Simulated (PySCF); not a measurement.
Computed Raman spectrum (relative Raman activity) of a molecule C₄H₆Si. Geometry: PBE0-D3(BJ)/def2-SVP. The values are those of a single conformer. All values below come from PBE0-D3(BJ)/def2-SVP (PySCF 2.14.0). Frequencies are harmonic and unscaled.

Lines under 2 % of the strongest are left out, and lines within 2 cm⁻¹ are merged.

```json
[
 {"ν (cm⁻¹)": "69", "relative intensity": "5.5"},
 {"ν (cm⁻¹)": "128", "relative intensity": "6.3"},
 {"ν (cm⁻¹)": "240", "relative intensity": "6.1"},
 {"ν (cm⁻¹)": "270", "relative intensity": "2.7"},
 {"ν (cm⁻¹)": "496", "relative intensity": "4.8"},
 {"ν (cm⁻¹)": "636", "relative intensity": "2.3"},
 {"ν (cm⁻¹)": "709", "relative intensity": "3.5"},
 {"ν (cm⁻¹)": "756", "relative intensity": "4.3"},
 {"ν (cm⁻¹)": "859", "relative intensity": "5.3"},
 {"ν (cm⁻¹)": "937", "relative intensity": "10"},
 {"ν (cm⁻¹)": "1012", "relative intensity": "2.8"},
 {"ν (cm⁻¹)": "1272", "relative intensity": "7.8"},
 {"ν (cm⁻¹)": "1419", "relative intensity": "11"},
 {"ν (cm⁻¹)": "1688", "relative intensity": "10"},
 {"ν (cm⁻¹)": "2166", "relative intensity": "100"},
 {"ν (cm⁻¹)": "2230", "relative intensity": "99"},
 {"ν (cm⁻¹)": "2238", "relative intensity": "68"},
 {"ν (cm⁻¹)": "3140", "relative intensity": "56"},
 {"ν (cm⁻¹)": "3165", "relative intensity": "75"},
 {"ν (cm⁻¹)": "3237", "relative intensity": "57"},
 {"ν (cm⁻¹)": "3474", "relative intensity": "26"}
]
```

Problem. Identify the compound among the candidates.
A) C#C[SiH2]C=C
B) C#CC(=C)[SiH3]
C) C#C/C=C/[SiH3]
D) C1=C[SiH2]C=C1

Solution. A, C#C[SiH2]C=C
